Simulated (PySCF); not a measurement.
Cd(H)(OMe) (CH₄CdO), SMILES [CdH][O]C. Geometry: PBE0-D3(BJ)/def2-TZVP. The def2 effective core potentials stand for the cores of Cd; spin–orbit coupling is left out.

Computed equilibrium geometry at PBE0-D3(BJ)/def2-TZVP (PySCF confirms it by a frequency run) as a Z-matrix, and its point group:
point group Cs.
```
O
C 1 1.3953
H 2 1.0975 1 108.86
H 2 1.1007 3 106.92 1 122.68
H 2 1.1007 3 106.92 4 114.63
Cd 1 1.9690 2 125.37 3 180.00
H 6 1.6406 2 162.06 3 180.00
```
Charge 0, spin multiplicity 1.
